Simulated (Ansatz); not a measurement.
cyclo-(Cl2GeS)4 (Ge4S4Cl8), relaxed as a singlet with RKS PBE-D4/def2-SVP in Ansatz, starting from the GFN2-xTB geometry. Force threshold 0.03 eV/Å.

Start:

```csv
atom,x (Å),y (Å),z (Å)
Ge1,-2.008,-1.226,-1.048
Cl2,-3.819,-1.727,-2.004
Cl3,-2.117,-1.896,0.969
S4,-0.396,-2.360,-2.174
Ge5,1.539,-1.738,-1.162
Cl6,3.073,-2.718,-2.226
Cl7,1.589,-2.421,0.854
S8,1.906,0.503,-1.327
Ge9,1.991,1.229,0.823
Cl10,3.655,0.399,1.830
Cl11,2.282,3.319,0.683
S12,0.176,0.755,2.107
Ge13,-1.534,1.715,0.958
Cl14,-3.299,1.320,2.057
Cl15,-1.283,3.812,0.859
S16,-1.755,1.033,-1.197
```

| step | energy (eV) | largest force component (eV/Å) | SCF passes |
| --- | --- | --- | --- |
| 1 | -369446.1246 | 1.044 | 20 |
| 2 | -369446.2678 | 0.294 | 20 |
| 3 | -369446.3274 | 0.184 | 19 |
| 4 | -369446.3349 | 0.025 | 20 |

Force components are those of the run's own axes.

End:

Cartesian coordinates in Å:
```
Ge -1.9695 -1.2078 -1.0341
Cl -3.7721 -1.7549 -2.0850
Cl -2.1025 -1.9328 0.9958
S -0.3859 -2.2759 -2.2035
Ge 1.5005 -1.6910 -1.1472
Cl 3.0130 -2.7053 -2.3036
Cl 1.5615 -2.4356 0.8790
S 1.9159 0.5047 -1.2880
Ge 1.9624 1.2069 0.8364
Cl 3.6056 0.3839 1.9635
Cl 2.2939 3.3233 0.5766
S 0.1764 0.7583 2.1076
Ge -1.5061 1.6827 0.9580
Cl -3.2331 1.3091 2.1932
Cl -1.2830 3.8148 0.7135
S -1.7770 1.0196 -1.1621
```

By distances, no bond broke or formed. The bond that changes most is Ge5–Cl6, from 2.11 to 2.16 Å (atoms count from 1).

No frequencies were taken in this run, so the end may be a saddle point.

It took 31 s on 2 threads of AMD EPYC 7R13 on a shared host and a share (18 GiB) of an NVIDIA H100 80GB HBM3.
